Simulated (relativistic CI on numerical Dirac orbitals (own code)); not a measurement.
d6 in a ligand field

Computed with a parametric ligand-field model of a d^n configuration (Racah B and C, spin-orbit zeta, crystal field), exact diagonalisation.

Field parameters in Wybourne normalisation: Oh B⁴₀ = 21Dq, B⁴₄ = √(5/14) B⁴₀. The field is a parameter set, without covalency.

Lowest levels for B = 1000, C = 3710, ζ = 470 cm⁻¹, Oh, 10Dq = 30550 cm⁻¹?

A1 0 (S 0.01), E 19916 (S 1.00), T2 19923 (S 1.00), T1 20237 (S 1.01), A1 20428 (S 1.01), T1 26265 (S 1.02), E 26368 (S 1.05), T2 26712 (S 1.06), A2 26941 (S 1.00) cm⁻¹, with S from ⟨S²⟩ = S(S + 1). The ground level has 0.04 electrons in the cubic e pair.

Lowest levels for B = 670, C = 2950, ζ = 2400 cm⁻¹, Oh, 10Dq = 37850 cm⁻¹?

A1 0 (S 0.06), E 28326 (S 1.02), T2 28728 (S 1.01), T1 29779 (S 1.00), A1 31519 (S 1.02), T1 33527 (S 0.89), E 34670 (S 1.01), T2 35765 (S 1.01), A2 36490 (S 1.00) cm⁻¹, with S from ⟨S²⟩ = S(S + 1). The ground level has 0.05 electrons in the cubic e pair.

Lowest levels for B = 420, C = 1680, ζ = 470 cm⁻¹, Oh, 10Dq = 20150 cm⁻¹?

A1 0 (S 0.01), E 15193 (S 1.00), T2 15217 (S 1.00), T1 15513 (S 1.00), A1 15716 (S 1.00), T1 18062 (S 0.91), E 18237 (S 1.00), T2 18533 (S 1.00), A2 18692 (S 1.00) cm⁻¹, with S from ⟨S²⟩ = S(S + 1). The ground level has 0.03 electrons in the cubic e pair.

Lowest levels for B = 600, C = 2560, ζ = 760 cm⁻¹, Oh, 10Dq = 13950 cm⁻¹?

A1 0 (S 0.10), E 5669 (S 1.75), T2 5702 (S 1.91), T1 5806 (S 1.79), A1 6038 (S 1.77), T2 6101 (S 1.68), T1 6319 (S 1.92), E 7264 (S 1.33), T2 7644 (S 1.53) cm⁻¹, with S from ⟨S²⟩ = S(S + 1). The ground level has 0.11 electrons in the cubic e pair; its S is far from a half-integer, so spin-orbit coupling mixes spin states.

Lowest levels for B = 1040, C = 4020, ζ = 420 cm⁻¹, Oh, 10Dq = 10650 cm⁻¹?

T2 0 (S 2.00), E 194 (S 2.00), T1 207 (S 2.00), A1 476 (S 2.00), T1 503 (S 2.00), T2 523 (S 2.00), A2 10968 (S 2.00), T2 10969 (S 2.00), E 10969 (S 2.00) cm⁻¹, with S from ⟨S²⟩ = S(S + 1). The ground level has 2.00 electrons in the cubic e pair.
